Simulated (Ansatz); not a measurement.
Geometry optimisation, RKS B3LYP-D4/def2-SVP in Ansatz 0.2.0.

Input file:

```yaml
crystal:
  periodic: [false, false, false]
  atoms:
    - { symbol: Ge, position_ang: [0.0, 0.0, 0.0] }
    - { symbol: Cl, position_ang: [1.3501, 0.0, 2.0083] }
    - { symbol: H, position_ang: [1.741, 0.0, 0.178] }
    - { symbol: H, position_ang: [-0.73, 1.2648, -0.5162] }
    - { symbol: H, position_ang: [-0.73, -1.2648, -0.5162] }
basis:
  gaussian: { orbitals: def2-SVP }
hamiltonian:
  xc: b3lyp
  dispersion: d4
relax:
  f_tol: 0.15
  max_steps: 25
  restrain:
    - { distance: [1, 2], at: 1.37, k: 30.0 }
    - { distance: [0, 1], at: 3.42, k: 30.0 }
    - { distance: [0, 2], at: 2.75, k: 30.0 }
```

Run as:

```bash
$ ansatz run input.yaml --threads 1 --pin off --max-ram 2048MiB --backend cpu --events-out ev --progress --plain --runs-dir out
```

Q: Where does it end, and by what steps?

A: It converged. The restraints hold the end off the free minimum. After 8 steps the energy has fallen by 0.519 eV (the restraints' own energy left out); Ge1 moved furthest, 0.82 Å. Parted: Ge1–Cl2 (2.42 → 3.41 Å). Joined: Cl2–H3 (1.87 → 1.34 Å).

```json
{"step": "0", "energy less start (eV)": "0.0000", "largest force component (eV/Å)": "3.670", "accepted": "yes"}
{"step": "1", "energy less start (eV)": "1.2033", "largest force component (eV/Å)": "5.898", "accepted": "yes"}
{"step": "2", "energy less start (eV)": "2.2436", "largest force component (eV/Å)": "6.390", "accepted": "yes"}
{"step": "3", "energy less start (eV)": "2.0742", "largest force component (eV/Å)": "5.736", "accepted": "yes"}
{"step": "4", "energy less start (eV)": "0.7766", "largest force component (eV/Å)": "4.218", "accepted": "yes"}
{"step": "5", "energy less start (eV)": "-0.0958", "largest force component (eV/Å)": "1.589", "accepted": "yes"}
{"step": "6", "energy less start (eV)": "-0.4787", "largest force component (eV/Å)": "1.132", "accepted": "yes"}
{"step": "7", "energy less start (eV)": "-0.5158", "largest force component (eV/Å)": "1.153", "accepted": "yes"}
{"step": "8", "energy less start (eV)": "-0.5187", "largest force component (eV/Å)": "1.147", "accepted": "yes"}
```

```xyz
5
Properties=species:S:1:pos:R:3
Ge -0.081 0.000 -0.812
Cl 1.778 0.000 2.050
H 2.168 0.000 0.772
H -1.117 1.152 -0.428
H -1.117 -1.152 -0.428
```

Run time: 20 s on 1 thread of Arm Neoverse V1 (shared host), peak memory 0.12 GiB.
